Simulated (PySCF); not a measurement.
C3H3FN2S.
Atom-mapped SMILES: `[CH3:1][c:2]1[n:3][s:4][c:5]([F:6])[n:7]1`

Geometry (GFN2-xTB, Å), atoms numbered from 1 in this order:
```
atom  x, y, z in Å
C1    -1.642   -0.004    0.020
C2    -0.173   -0.177   -0.046
N3     0.375   -1.321   -0.351
S4     2.005   -1.212   -0.346
C5     1.870    0.472    0.094
F6     2.922    1.233    0.277
N7     0.656    0.867    0.214
H8    -1.950    0.764   -0.686
H9    -1.924    0.325    1.018
H10   -2.131   -0.943   -0.214
```

NICS = −σ at a ghost point: NICS(0) at the centroid of the ring atoms, NICS(1) 1 Å to either side along the normal of their mean plane, zz for the tensor component along that normal. Level: GIAO PBE0/pcSseg-1 (PySCF, non-relativistic, gas phase) on the GFN2-xTB geometry, one conformer.

Ring bond lengths (Å), with Mayer bond orders in brackets: C2–N3 1.304 (1.62), N3–S4 1.633 (1.15), S4–C5 1.746 (1.16), C5–N7 1.282 (1.65), N7–C2 1.359 (1.24).

**Question.** Give the NICS values of each ring in ppm.

**Answer.** 
```csv
ring,type,NICS(0),"NICS(1), two faces","NICS(1)zz, two faces",rms pucker (Å),"centre to ring atoms, mean (Å)"
C2–N3–S4–C5–N7,5-membered ring with 2 N and S; formal bonds all aromatic,-11.8,-10.4 / -10.4,-24.2 / -24.2,0.00,1.24
```

**Question.** What can be read from them?

**Answer.** 
- C2–N3–S4–C5–N7: mean NICS(1)zz -24.2 ppm, shielded, aromatic by this magnetic criterion (flat ring, no four-coordinate atom).

**Question.** List the ring angles and the Hirshfeld charges of the ring atoms.

**Answer.** 
- C2–N3–S4–C5–N7: C2 117.5° (+0.112 e), N3 111.1° (-0.210 e), S4 89.3° (+0.160 e), C5 113.2° (+0.128 e), N7 108.8° (-0.196 e); sum 540.0° against 540° for a flat convex ring.

**Question.** How shielded are the nuclei of the rings and their hydrogens (means over atoms taken as equivalent)?

**Answer.** 
```tsv
atoms	environment	σ isotropic (ppm)
C2	substituted aromatic carbon	15.9
N3	pyridine-type nitrogen	-30.6
S4	ring sulfur	163.0
C5	aromatic C–F carbon	-14.5
N7	pyridine-type nitrogen	-32.9
```

Time: 19 s (grids of density and orbitals included); peak memory 0.68 GiB. Hardware: an Intel Xeon Platinum 8488C with one thread (shared host). This is the whole shielding run at PBE0/pcSseg-1, SCF included.
